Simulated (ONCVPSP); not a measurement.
# Pseudopotential generation for copper: ONCV, LDA (Perdew-Zunger), scalar-relativistic.

Input for ONCVPSP 4.0.1:

```
# ATOM AND REFERENCE CONFIGURATION
# atsym  z   nc   nv     iexc    psfile
  Cu 29.00    3    5        3      upf
#
#   n    l    f
    1    0    2.00
    2    0    2.00
    2    1    6.00
    3    0    2.00
    3    1    6.00
    3    2   10.00
    4    0    0.50
    4    1    0.50
#
# PSEUDOPOTENTIAL AND OPTIMIZATION
# lmax
    2
#
#   l,   rc,      ep,       ncon, nbas, qcut
    0    1.30    0.00    4    9    9.10
    1    1.50    0.00    5    9   10.20
    2    0.90    0.00    4    9   18.50
#
# LOCAL POTENTIAL
# lloc, lpopt,  rc(5),   dvloc0
    4    5    0.85    1.00
#
# VANDERBILT-KLEINMAN-BYLANDER PROJECTORs
# l, nproj, debl
    0    2    2.00
    1    2    1.70
    2    2    0.50
#
# MODEL CORE CHARGE
# icmod, fcfact, rcfact
    3    2.75    1.20
#
# LOG DERIVATIVE ANALYSIS
# epsh1, epsh2, depsh
   -6.00    5.00    0.04
#
# OUTPUT GRID
# rlmax, drl
    6.00    0.01
#
# TEST CONFIGURATIONS
# ncnf
    4
# nvcnf
#   n    l    f
    5
    3    0    2.00
    3    1    6.00
    3    2   10.00
    4    0    1.00
    4    1    0.00
#
    5
    3    0    2.00
    3    1    6.00
    3    2   10.00
    4    0    0.00
    4    1    0.00
#
    5
    3    0    2.00
    3    1    6.00
    3    2    9.00
    4    0    0.00
    4    1    0.00
#
    5
    3    0    2.00
    3    1    6.00
    3    2   10.00
    4    0    0.00
    4    1    1.00
#
```

Command:

```bash
oncvpsp.x < Cu.dat > Cu.out
```

Output (shortened: citation, most of the input echo, consistency checks and plot data are left out):

```
ONCVPSP  (Optimized Norm-Conservinng Vanderbilt PSeudopotential)
scalar-relativistic version 4.0.1

#   n    l    f        energy (Ha)
    1    0    2.00    -3.2466200E+02
    2    0    2.00    -3.9007643E+01
    2    1    6.00    -3.3717204E+01
    3    0    2.00    -4.2362387E+00
    3    1    6.00    -2.6886809E+00
    3    2   10.00    -2.3670420E-01
    4    0    0.50    -2.0816753E-01
    4    1    0.50    -5.1771884E-02

Reference configufation results
  iterations    36
  all-electron total energy (Ha)   -1.65218294D+03

Begin loop to  construct optimized pseudo wave functions
and semi-local pseudopoentials for all angular momenta

Calculating optimized projector #   1

 for l=   0

    Fraction of norm inside rc  0.968176
    Optimizing pswf for qcut=   9.08 a_B^-1,  ecut=  41.26 Ha
    Residual kinetic energy error=  2.58D-06 Ha

    Energy error per electron        Cutoff
         Ha          eV             Ha
         0.01000     0.27211       12.33
         0.00100     0.02721       17.76
         0.00010     0.00272       31.75
         0.00001     0.00027       37.49

Calculating optimized projector #   2

 for l=   0

    Fraction of norm inside rc  0.045718
    Optimizing pswf for qcut=   9.08 a_B^-1,  ecut=  41.26 Ha
    Residual kinetic energy error=  3.45D-06 Ha

    Energy error per electron        Cutoff
         Ha          eV             Ha
         0.01000     0.27211        8.74
         0.00100     0.02721       13.57
         0.00010     0.00272       30.63
         0.00001     0.00027       37.91

Calculating optimized projector #   1

 for l=   1

    Fraction of norm inside rc  0.975656
    Optimizing pswf for qcut=  10.21 a_B^-1,  ecut=  52.07 Ha
    Residual kinetic energy error=  1.44D-06 Ha

    Energy error per electron        Cutoff
         Ha          eV             Ha
         0.01000     0.27211       30.92
         0.00100     0.02721       38.01
         0.00010     0.00272       43.69
         0.00001     0.00027       48.18

Calculating optimized projector #   2

 for l=   1

    Fraction of norm inside rc  0.018196
    Optimizing pswf for qcut=  10.21 a_B^-1,  ecut=  52.07 Ha
    Residual kinetic energy error=  1.35D-07 Ha

    Energy error per electron        Cutoff
         Ha          eV             Ha
         0.01000     0.27211       17.09
         0.00100     0.02721       27.23
         0.00010     0.00272       35.70
         0.00001     0.00027       42.44

   Wellstate for l =  2  n =  4
     eigenvalue =   0.2633
     asymptotic potential =   0.7633
     half-point radius =  7.2494

Calculating optimized projector #   1

 for l=   2

    Fraction of norm inside rc  0.528800
    Optimizing pswf for qcut=  18.51 a_B^-1,  ecut= 171.36 Ha
    Residual kinetic energy error=  1.05D-05 Ha

    Energy error per electron        Cutoff
         Ha          eV             Ha
         0.01000     0.27211      102.39
         0.00100     0.02721      124.17
         0.00010     0.00272      142.06
         0.00001     0.00027      199.48

Calculating optimized projector #   2

 for l=   2

    Fraction of norm inside rc  0.032920
    Optimizing pswf for qcut=  18.51 a_B^-1,  ecut= 171.36 Ha
    Residual kinetic energy error=  2.97D-08 Ha

    Energy error per electron        Cutoff
         Ha          eV             Ha
         0.01000     0.27211       71.72
         0.00100     0.02721       99.92
         0.00010     0.00272      122.46
         0.00001     0.00027      139.99

Construct Vanderbilt / Kleinmman-Bylander projectors

B matrix Hermiticity error, ll=   0
   1   2    4.3601E-04

  Orthonormal projector coefficients  1.1894E+01  2.0224E+00

B matrix Hermiticity error, ll=   1
   1   2    1.4156E-04

  Orthonormal projector coefficients  6.8833E+00 -4.2866E-01

B matrix Hermiticity error, ll=   2
   1   2    3.7301E-05

  Orthonormal projector coefficients -2.1214E+01 -4.8077E+00

Model core correction analysis
  based on d2Exc/dn_idn_j

d2excae - all-electron derivatives

   -4.108900D-02   -3.845675D-02   -2.753758D-02   -1.891444D-03
   -5.330231D-04
   -3.845678D-02   -3.696135D-02   -2.705447D-02   -2.327309D-03
   -6.393655D-04
   -2.753759D-02   -2.705446D-02   -2.429362D-02   -7.836287D-03
   -3.085786D-03
   -1.891415D-03   -2.327279D-03   -7.833156D-03   -3.452689D-02
   -2.534442D-02
   -5.330047D-04   -6.393415D-04   -3.083340D-03   -2.530787D-02
   -3.674173D-02

d2excps - pseudofunction derivatives with no core correction

   -4.916397D-02   -4.035978D-02   -3.151658D-02   -2.433972D-03
   -6.141717D-04
   -4.036029D-02   -3.911203D-02   -3.048441D-02   -2.388642D-03
   -6.743701D-04
   -3.151712D-02   -3.048441D-02   -2.669763D-02   -7.997168D-03
   -3.144317D-03
   -2.434239D-03   -2.388613D-03   -7.994041D-03   -3.456006D-02
   -2.534862D-02
   -6.141872D-04   -6.743470D-04   -3.141872D-03   -2.531206D-02
   -3.674359D-02

rms 2nd derivative error    2.355630E-03

rmatch, rhocmatch    0.3437   88.7377

Teter function model core charge with specified parameters

d2excps - pseudofunction derivatives with core correction

   -4.252748D-02   -3.843124D-02   -3.001178D-02   -2.069936D-03
   -5.749919D-04
   -3.843137D-02   -3.830045D-02   -2.978621D-02   -2.286096D-03
   -6.583104D-04
   -3.001209D-02   -2.978620D-02   -2.608126D-02   -7.917987D-03
   -3.130572D-03
   -2.070063D-03   -2.286064D-03   -7.914859D-03   -3.454003D-02
   -2.534652D-02
   -5.749986D-04   -6.582868D-04   -3.128127D-03   -2.530997D-02
   -3.674327D-02

rms 2nd derivative error    1.171630E-03

Pseudoatom total energy -196.748808

Diagnostic tests using Vanderbilt-Kleinman-Bylander pseudopotentials
  1 or more projectors used as specified by nproj input data

   l    rcore       rmatch      e in        delta e   norm test  slope test

   0   1.3049077   1.3445275  -4.2362387   0.0000079   1.0002404   1.0002158
   0   1.3049077   1.3445275  -0.2081675   0.0000042   1.0000371   1.0000288

   1   1.5063689   1.5521055  -2.6886809  -0.0000047   1.0001946   1.0001826
   1   1.5063689   1.5521055  -0.0517719   0.0000015   1.0000325   1.0000312

   2   0.9005441   0.9278866  -0.2367042   0.0000036   1.0001473   1.0001371
   2   0.9005441   0.9278866   0.2632958  -0.0000054   1.0002942   1.0002942

 Testing for bound ghosts
   n   l    E NL Schr. Eq   E Basis Diag.   E Cutoff

   1   0       -4.236231       -4.236230    206.08
   2   0       -0.208163       -0.077100    206.08

   2   1       -2.688686       -2.688684    175.13
   3   1       -0.051770        0.115364    175.13

   3   2       -0.236701       -0.195837    545.85

 Testing for highly-localized positive-energy ghosts
       l    <radius>/rc     E Basis Diag.   E Cutoff

Test configuration 0

   n   l     f        eae           eps        diff
   1   0  2.0000 -324.66199817
   2   0  2.0000  -39.00764329
   2   1  6.0000  -33.71720379
   3   0  2.0000   -4.23623869   -4.23623076    7.93D-06
   3   1  6.0000   -2.68868085   -2.68868552   -4.67D-06
   3   2 10.0000   -0.23670420   -0.23670060    3.60D-06
   4   0  0.5000   -0.20816753   -0.20816328    4.24D-06
   4   1  0.5000   -0.05177188   -0.05177042    1.46D-06

    Total energies and differences
      AE_ref= -1.65218294D+03  AE_tst= -1.65218294D+03  dif=  0.00D+00
      PS_ref= -1.96748808D+02  PS_tst= -1.96748808D+02  dif=  2.77D-11
      PSP excitation error= -2.77D-11

Test configuration 1

psatom: WARNING lschvkbb convergence error n,l,iter=   3   2  34
ea(ii),et,emin,emax -2.010115E-01 -2.211126E-01 -2.211126E-01 -2.211126E-01
run_config: WARNING for fully non-local PS atom, stg. 1
 WARNING no output for configuration 2

Test configuration 2

   n   l     f        eae           eps        diff
   1   0  2.0000 -324.94037926
   2   0  2.0000  -39.27899553
   2   1  6.0000  -33.98922222
   3   0  2.0000   -4.51414786   -4.51354778    6.00D-04
   3   1  6.0000   -2.96740746   -2.96729089    1.17D-04
   3   2 10.0000   -0.51473664   -0.51474059   -3.94D-06

    Total energies and differences
      AE_ref= -1.65218294D+03  AE_tst= -1.65194928D+03  dif=  2.34D-01
      PS_ref= -1.96748808D+02  PS_tst= -1.96515160D+02  dif=  2.34D-01
      PSP excitation error=  2.00D-05

Test configuration 3

psatom: WARNING lschvkbb convergence error n,l,iter=   3   1   4
ea(ii),et,emin,emax -5.638277E-02 -6.202104E-02 -6.202104E-02 -6.202104E-02
run_config: WARNING for fully non-local PS atom, stg. 1
 WARNING no output for configuration 4

Test configuration 4

psatom: WARNING lschvkbb convergence error n,l,iter=   3   2  47
ea(ii),et,emin,emax -2.558446E-01 -2.814290E-01 -2.814290E-01 -2.814290E-01
run_config: WARNING for fully non-local PS atom, stg. 1
 WARNING no output for configuration 5
```

The run took about 3 s on one core of a shared server CPU.
